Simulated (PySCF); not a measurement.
CH7Cl2NSi2 (SMILES CN([SiH2]Cl)[SiH2]Cl), singlet, at a GFN2-xTB geometry; CASSCF(6,6)/STO-3G in PySCF.

PySCF was given this input:
```python
from pyscf import gto, scf, mcscf
import numpy

mol = gto.Mole()
mol.atom = '''
    Si    1.569648    0.419395   -0.588244
    Cl    2.825595   -0.830872    0.359867
    N    -0.006508    0.341832    0.131502
    C    -0.110390    0.849944    1.492457
    Si   -1.323818   -0.607960   -0.472733
    Cl   -3.017490    0.421520   -0.155013
    H     1.436904    0.001881   -1.972842
    H     2.057349    1.782755   -0.408127
    H     0.236620    0.109884    2.218356
    H    -1.143336    1.103327    1.723945
    H     0.496337    1.748062    1.604541
    H    -1.445259   -1.883254    0.233198
    H    -1.110134   -0.756240   -1.903166
'''
mol.basis = 'sto-3g'
mol.charge = 0
mol.spin = 0
mol.verbose = 4
mol.build()

mf = scf.RHF(mol)
mf.kernel()
mc = mcscf.CASSCF(mf, 6, 6)
mc.kernel()
occ = numpy.linalg.eigvalsh(mc.fcisolver.make_rdm1(mc.ci, mc.ncas, mc.nelecas))[::-1]
ss = mc.fcisolver.spin_square(mc.ci, mc.ncas, mc.nelecas)[0]
print('natural occupations', occ.round(4), ' <S^2>', round(ss, 4))
```

The log (banner, timings and long lists left out):

```
PySCF version 2.14.0

[INPUT] verbose = 4
[INPUT] num. atoms = 13
[INPUT] num. electrons = 82
[INPUT] charge = 0
[INPUT] spin (= nelec alpha-beta = 2S) = 0
[INPUT] symmetry False subgroup None
[INPUT] Mole.unit = angstrom
[INPUT] Symbol           X                Y                Z      unit          X                Y                Z       unit  Magmom
[...]
nuclear repulsion = 526.695782676345
number of shells = 33
number of NR pGTOs = 159
number of NR cGTOs = 53
basis = sto-3g
ecp = {}

******** <class 'pyscf.scf.hf.RHF'> ********
method = RHF
initial guess = minao
damping factor = 0
level_shift factor = 0
DIIS = <class 'pyscf.scf.diis.CDIIS'>
diis_start_cycle = 1
diis_space = 8
diis_damp = 0
SCF conv_tol = 1e-09
SCF conv_tol_grad = None
SCF max_cycles = 50
direct_scf = True
direct_scf_tol = 1e-13
Set gradient conv threshold to 3.16228e-05
Initial guess from minao.
init E= -1575.56639732286
[...]
cycle= 1 E= -1575.67842153869  delta_E= -0.112  |g|= 0.405  |ddm|= 4.18
[...]
cycle= 2 E= -1575.74567910801  delta_E= -0.0673  |g|= 0.128  |ddm|= 0.857
[...]
cycle= 3 E= -1575.75130621328  delta_E= -0.00563  |g|= 0.0323  |ddm|= 0.227
[...]
cycle= 4 E= -1575.75181892511  delta_E= -0.000513  |g|= 0.00568  |ddm|= 0.0696
[...]
cycle= 5 E= -1575.75184409454  delta_E= -2.52e-05  |g|= 0.00118  |ddm|= 0.0188
[...]
cycle= 6 E= -1575.75184517564  delta_E= -1.08e-06  |g|= 0.000226  |ddm|= 0.00395
[...]
cycle= 7 E= -1575.7518452173  delta_E= -4.17e-08  |g|= 4.87e-05  |ddm|= 0.000803
[...]
cycle= 8 E= -1575.7518452193  delta_E= -2e-09  |g|= 1.37e-05  |ddm|= 0.000169
[...]
cycle= 9 E= -1575.75184521949  delta_E= -1.89e-10  |g|= 2.19e-06  |ddm|= 6.14e-05
[...]
Extra cycle  E= -1575.75184521949  delta_E= -6.37e-12  |g|= 9.46e-07  |ddm|= 5.44e-06
converged SCF energy = -1575.75184521949

******** <class 'pyscf.mcscf.mc1step.CASSCF'> ********
CAS (3e+3e, 6o), ncore = 38, nvir = 9
max_cycle_macro = 50
max_cycle_micro = 4
conv_tol = 1e-07
conv_tol_grad = None
orbital rotation max_stepsize = 0.02
orbital rotation threshold for CI restart = 0.01
augmented hessian ah_max_cycle = 30
augmented hessian ah_conv_tol = 1e-12
augmented hessian ah_linear dependence = 1e-14
augmented hessian ah_level shift = 1e-08
augmented hessian ah_start_tol = 2.5
augmented hessian ah_start_cycle = 3
augmented hessian ah_grad_trust_region = 3
kf_trust_region = 3
kf_interval = 4
ci_response_space = 4
ci_grad_trust_region = 3
with_dep4 0
natorb = False
canonicalization = True
sorting_mo_energy = False
ao2mo_level = 2
internal_rotation = False
******** <class 'pyscf.fci.direct_spin1.FCISolver'> ********
max. cycles = 50
conv_tol = 1e-08
davidson only = False
linear dependence = 1e-12
level shift = 0.001
max iter space = 12
nroots = 1
pspace_size = 400
spin = None
CASCI E = -1575.75346957295  S^2 = 0.0000000
Set conv_tol_grad to 0.000316228
macro iter   1 (  7 JK    2 micro), CASSCF E = -1575.75406103928  dE = -5.91466327e-04  S^2 = 0.0000000
               |grad[o]|=0.00383  |grad[c]|=0.00654  |ddm|=0.00974  |maxRot[o]|=0.0623
macro iter   2 (  7 JK    2 micro), CASSCF E = -1575.75493749330  dE = -8.76454024e-04  S^2 = 0.0000000
               |grad[o]|=0.00484  |grad[c]|=0.00831  |ddm|=0.00815  |maxRot[o]|=0.0698
macro iter   3 (  7 JK    2 micro), CASSCF E = -1575.75609781113  dE = -1.16031783e-03  S^2 = 0.0000000
               |grad[o]|=0.00595  |grad[c]|=0.0113  |ddm|=0.00712  |maxRot[o]|=0.0698
macro iter   4 (  7 JK    2 micro), CASSCF E = -1575.75752725012  dE = -1.42943899e-03  S^2 = 0.0000000
               |grad[o]|=0.00674  |grad[c]|=0.0179  |ddm|=0.00666  |maxRot[o]|=0.0688
macro iter   5 ( 21 JK    4 micro), CASSCF E = -1575.76080434098  dE = -3.27709085e-03  S^2 = 0.0000000
               |grad[o]|=0.00732  |grad[c]|=0.0412  |ddm|=0.0316  |maxRot[o]|=0.255
macro iter   6 ( 21 JK    4 micro), CASSCF E = -1575.76461294385  dE = -3.80860287e-03  S^2 = 0.0000000
               |grad[o]|=0.0133  |grad[c]|=0.0386  |ddm|=0.0909  |maxRot[o]|=0.287
[...]
               |grad[o]|=0.00777  |grad[c]|=0.00812  |ddm|=0.00247  |maxRot[o]|=0.0174
macro iter  33 (  7 JK    2 micro), CASSCF E = -1575.80487552486  dE = -4.44056026e-04  S^2 = 0.0000000
               |grad[o]|=0.0046  |grad[c]|=0.0117  |ddm|=0.00515  |maxRot[o]|=0.0672
macro iter  34 ( 17 JK    4 micro), CASSCF E = -1575.80428295312  dE =  5.92571743e-04  S^2 = 0.0000000
               |grad[o]|=0.00104  |grad[c]|=0.0323  |ddm|=0.00851  |maxRot[o]|=0.0883
macro iter  35 ( 21 JK    4 micro), CASSCF E = -1575.80446805234  dE = -1.85099215e-04  S^2 = 0.0000000
               |grad[o]|=0.00296  |grad[c]|=0.0049  |ddm|=0.000999  |maxRot[o]|=0.0182
macro iter  36 (  7 JK    2 micro), CASSCF E = -1575.80473069504  dE = -2.62642700e-04  S^2 = 0.0000000
               |grad[o]|=0.00196  |grad[c]|=0.00505  |ddm|=0.00114  |maxRot[o]|=0.0379
macro iter  37 (  6 JK    2 micro), CASSCF E = -1575.80487334406  dE = -1.42649022e-04  S^2 = 0.0000000
               |grad[o]|=0.00123  |grad[c]|=0.00521  |ddm|=0.00136  |maxRot[o]|=0.0368
macro iter  38 ( 17 JK    4 micro), CASSCF E = -1575.80476564552  dE =  1.07698534e-04  S^2 = 0.0000000
               |grad[o]|=0.000561  |grad[c]|=0.00164  |ddm|=0.00122  |maxRot[o]|=0.0273
macro iter  39 ( 21 JK    4 micro), CASSCF E = -1575.80477698311  dE = -1.13375829e-05  S^2 = 0.0000000
               |grad[o]|=0.00123  |grad[c]|=0.00338  |ddm|=0.000716  |maxRot[o]|=0.00398
macro iter  40 (  7 JK    2 micro), CASSCF E = -1575.80489054819  dE = -1.13565087e-04  S^2 = 0.0000000
               |grad[o]|=0.00107  |grad[c]|=0.00494  |ddm|=0.0013  |maxRot[o]|=0.0355
macro iter  41 ( 17 JK    4 micro), CASSCF E = -1575.80485173739  dE =  3.88108047e-05  S^2 = 0.0000000
               |grad[o]|=0.00041  |grad[c]|=0.000966  |ddm|=0.000941  |maxRot[o]|=0.0151
macro iter  42 ( 21 JK    4 micro), CASSCF E = -1575.80485446322  dE = -2.72582724e-06  S^2 = 0.0000000
               |grad[o]|=0.000754  |grad[c]|=0.00289  |ddm|=0.000732  |maxRot[o]|=0.00173
macro iter  43 ( 19 JK    4 micro), CASSCF E = -1575.80479147124  dE =  6.29919766e-05  S^2 = 0.0000000
               |grad[o]|=0.000694  |grad[c]|=0.0012  |ddm|=0.00116  |maxRot[o]|=0.0163
macro iter  44 ( 12 JK    3 micro), CASSCF E = -1575.80486653469  dE = -7.50634504e-05  S^2 = 0.0000000
               |grad[o]|=0.00105  |grad[c]|=0.00172  |ddm|=0.000799  |maxRot[o]|=0.0205
macro iter  45 (  6 JK    2 micro), CASSCF E = -1575.80490123716  dE = -3.47024734e-05  S^2 = 0.0000000
               |grad[o]|=0.000608  |grad[c]|=0.00159  |ddm|=0.000917  |maxRot[o]|=0.0186
macro iter  46 ( 12 JK    4 micro), CASSCF E = -1575.80490006618  dE =  1.17098284e-06  S^2 = 0.0000000
               |grad[o]|=0.000293  |grad[c]|=0.0015  |ddm|=0.000588  |maxRot[o]|=0.00179
macro iter  47 (  8 JK    2 micro), CASSCF E = -1575.80490365174  dE = -3.58555440e-06  S^2 = 0.0000000
               |grad[o]|=0.000324  |grad[c]|=0.000707  |ddm|=0.000189  |maxRot[o]|=0.00325
macro iter  48 ( 12 JK    4 micro), CASSCF E = -1575.80490483757  dE = -1.18583785e-06  S^2 = 0.0000000
               |grad[o]|=0.000204  |grad[c]|=0.000926  |ddm|=0.000383  |maxRot[o]|=0.00176
macro iter  49 (  5 JK    2 micro), CASSCF E = -1575.80490633656  dE = -1.49898256e-06  S^2 = 0.0000000
               |grad[o]|=0.000193  |grad[c]|=0.000601  |ddm|=0.000158  |maxRot[o]|=0.00232
macro iter  50 (  3 JK    1 micro), CASSCF E = -1575.80490766517  dE = -1.32861805e-06  S^2 = 0.0000000
               |grad[o]|=0.000123  |grad[c]|=0.000695  |ddm|=0.000227  |maxRot[o]|=0.00414
1-step CASSCF not converged,  50 macro (764 JK 166 micro) steps
CASSCF canonicalization
Density matrix diagonal elements [1.98072574 1.97816406 1.98321085 0.01983158 0.02073693 0.01733084]
CASSCF energy = -1575.80490766517
CASCI E = -1575.80490766517  E(CI) = -11.1992222716760  S^2 = 0.0000000
natural occupations [1.9869 1.9785 1.9778 0.0205 0.0198 0.0165]  <S^2> 0.0
```

The run did not converge; its last values are not results.
